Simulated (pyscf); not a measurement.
H₂N–SiH₂–F, singlet

Gas-phase minimum from PySCF at ωB97X-D3(BJ)/def2-SVP, one conformer. 

SMILES: N[SiH2]F
```xyz
7

N      0.3885     1.1066    -1.3544
Si    -0.2184     0.4355     0.0969
F     -0.0285     1.3943     1.4067
H     -0.1145     1.8356    -1.8485
H      1.3824     1.1396    -1.5531
H      0.5302    -0.8115     0.3922
H     -1.6810     0.2362    -0.0566
```

Bonds (Å): N1–Si2 1.710, N1–H4 1.014, N1–H5 1.014, Si2–F3 1.634, Si2–H6 1.484, Si2–H7 1.484. Angles (°): Si2–N1–H4 121.3, Si2–N1–H5 121.8, H4–N1–H5 111.5, N1–Si2–F3 114.1, N1–Si2–H6 108.6, N1–Si2–H7 108.3, F3–Si2–H6 106.0, F3–Si2–H7 106.0, H6–Si2–H7 113.9.

Properties at ωB97X-D3(BJ)/def2-SVP:

* **Harmonic wavenumbers, unscaled**: 270, 292, 412, 556, 816, 833, 904, 906, 955, 993, 1556, 2298, 2300, 3627, 3723 cm⁻¹
* **Zero-point energy**: 29.2 kcal/mol
* **Rotational symmetry number**: 1
* **Entropy of this conformer at 298 K and 1 atm, rigid rotor and harmonic oscillator, modes under 100 cm⁻¹ raised to 100**: 281.3 J/(mol K)
* **Dipole moment**: 2.03 D

Single-point totals, which compare only within one level (frozen core for MP2 and CC):

| level | total energy (hartree) |
|---|---|
| ωB97X-D3(BJ)/def2-TZVP | -446.71834 |
| PBE/def2-TZVP | -446.34694 |
| r²SCAN/def2-TZVP | -446.56709 |
| B3LYP-D3(BJ)/def2-TZVP | -446.70066 |
| PBE0-D3(BJ)/def2-TZVP | -446.38444 |
| M06-2X/def2-TZVP | -446.58690 |
| ωB97M-D3(BJ)/def2-TZVP | -446.73962 |
| HF/def2-TZVPP | -445.33315 |
| MP2/def2-TZVPP | -445.92668 |
| CCSD/def2-TZVPP | -445.94969 |
| CCSD(T)/def2-TZVPP | -445.96891 |

The CCSD(T) − MP2 part came from Ansatz, without density fitting, on the same reference.
